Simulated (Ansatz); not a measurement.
Coupled-cluster run, `BN([SiH2]C)C(C)(C)C`.

```yaml
crystal:
  periodic: [false, false, false]
  atoms:
    - {symbol: B, position_ang: [-1.403578, -1.495659, 0.148559]}
    - {symbol: N, position_ang: [-0.310646, -0.631158, 0.198753]}
    - {symbol: Si, position_ang: [0.199584, -0.276405, 1.854273]}
    - {symbol: C, position_ang: [-0.999935, 0.864062, 2.710173]}
    - {symbol: C, position_ang: [0.355607, -0.003458, -0.967261]}
    - {symbol: C, position_ang: [1.786240, -0.530300, -1.067309]}
    - {symbol: C, position_ang: [0.366894, 1.512615, -0.776527]}
    - {symbol: C, position_ang: [-0.372505, -0.321794, -2.264078]}
    - {symbol: H, position_ang: [-1.826341, -1.906682, 1.197514]}
    - {symbol: H, position_ang: [-1.931739, -1.834024, -0.867275]}
    - {symbol: H, position_ang: [0.323411, -1.553326, 2.599683]}
    - {symbol: H, position_ang: [1.544433, 0.361048, 1.832682]}
    - {symbol: H, position_ang: [-1.995543, 0.416324, 2.746619]}
    - {symbol: H, position_ang: [-0.675542, 1.061603, 3.735397]}
    - {symbol: H, position_ang: [-1.073275, 1.819323, 2.185150]}
    - {symbol: H, position_ang: [2.360652, -0.302759, -0.167540]}
    - {symbol: H, position_ang: [2.299995, -0.076111, -1.917865]}
    - {symbol: H, position_ang: [1.780964, -1.613533, -1.206560]}
    - {symbol: H, position_ang: [0.907927, 1.801528, 0.127874]}
    - {symbol: H, position_ang: [-0.653545, 1.896625, -0.707879]}
    - {symbol: H, position_ang: [0.859682, 1.997489, -1.622117]}
    - {symbol: H, position_ang: [0.139545, 0.179969, -3.087952]}
    - {symbol: H, position_ang: [-0.380704, -1.392848, -2.470729]}
    - {symbol: H, position_ang: [-1.406680, 0.026870, -2.240185]}
basis:
  gaussian: {orbitals: def2-SVP}
correlation: {method: ccsd_t}
```

```sh
$ ansatz run in.yaml --threads 4 --pin off --events-out ev --progress --plain --max-ram 41984MiB --backend cuda --devices 0, --max-vram 37GiB
```

The program prints (abridged):

```
Functional definition: HF
2005 factors; integrals over basis functions are off by at most 1.3e-3 eV
mean field evaluation 1: about -15409.1496 eV, gradient 4.3e1 eV
mean field evaluation 2: about -15409.3085 eV, gradient 4.3e1 eV
mean field evaluation 4: about -15414.7714 eV, gradient 5.8e0 eV
mean field evaluation 8: about -15414.8672 eV, gradient 2.3e-1 eV
mean field evaluation 16: about -15414.7023 eV, gradient 1.6e0 eV
mean field -15414.86738889 eV, -566.4859279695 hartree, gradient 2.7e-6 eV, S^2 0.000000; 0 other end points of the search recorded, 0 dependent functions left out
12 core orbitals not correlated: weight in the atoms' cores, before any rotation towards them, 1.000 or more for the frozen orbitals, at most 0.000 for the correlated occupied ones
reference -15414.86738889 eV, -566.4859279695 hartree; 24, 24 occupied and 160, 160 virtual orbitals, 2005 factors
second order -29.65998111 eV of doubles, -0.00000000 eV of singles
cycle   1  -31.47583867 eV  change    -1.8e0 eV  update   1.2e-1
cycle   2  -32.35779283 eV  change   -8.8e-1 eV  update   3.5e-2
cycle   3  -32.51032718 eV  change   -1.5e-1 eV  update   1.7e-2
cycle   4  -32.50614288 eV  change    4.2e-3 eV  update   5.3e-3
cycle   5  -32.50713641 eV  change   -9.9e-4 eV  update   2.5e-3
cycle   6  -32.50642193 eV  change    7.1e-4 eV  update   7.9e-4
cycle   7  -32.50608780 eV  change    3.3e-4 eV  update   2.5e-4
cycle   8  -32.50609774 eV  change   -9.9e-6 eV  update   7.2e-5
cycle   9  -32.50607979 eV  change    1.8e-5 eV  update   1.9e-5
perturbative correction -1.01420622 eV, -0.0372713910 hartree
Total energy: -15448.38767490 eV, -567.7177757592 hartree
```

Hardware: 4 threads of an AMD EPYC 7R13 on a shared host and a share of an NVIDIA H100 80 GB. Wall time 3.8 s, peak host memory 1.1 GiB.

Correlation energy per correlated electron: -0.698 eV. T1 diagnostic: 0.0110.
